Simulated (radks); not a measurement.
The numbers below are computed, except where a source is named.
Numerical settings for the copper ion Cu3+, [Ar] 3d8. Level of theory: scalar-relativistic Kohn-Sham, LDA (Slater exchange, Perdew-Wang correlation), spin-polarised, spherical densities, finite nucleus; open shells are filled with parallel spins first; Fermi nuclear charge, rms radius 3.8823 fm (a radial shooting solver on a logarithmic mesh with Libxc functionals). The defaults (mesh step 0.008 in ln r, mesh end at 40 bohr or more with all orbitals vanishing there, Anderson mixing 0.5 over 9 steps, residual threshold near 1e-9 with the energy settled to 1e-9 hartree or 1e-11 of itself, here a cap of 61 iterations) give E = -1649.7432 hartree and 3d at -48.041 eV in 16 iterations. Run on one thread of a shared host, so times are rough (Arm Neoverse N1): 0.18 s of CPU time, 0.18 s wall, 16 iterations on 2189 mesh points. One setting is changed at a time: mesh step in ln r 0.08; mesh step in ln r 0.12; mesh step in ln r 0.2; mesh end (bohr) 2; mesh end (bohr) 8; residual threshold 0.001; residual threshold 1e-16; mixing 0.2; linear mixing, mixing 0.8; linear mixing, mixing 1; mixing history 20; iteration cap 8. Which runs fail to converge, and which converge to a wrong energy?

Answer. Not converged within the cap: mesh step in ln r 0.08; mesh step in ln r 0.12; mesh step in ln r 0.2; residual threshold 1e-16; linear mixing, mixing 0.8; linear mixing, mixing 1; iteration cap 8. Settings that end as converged yet miss the energy by more than 1 mhartree: mesh end (bohr) 2 (+1.03 hartree).
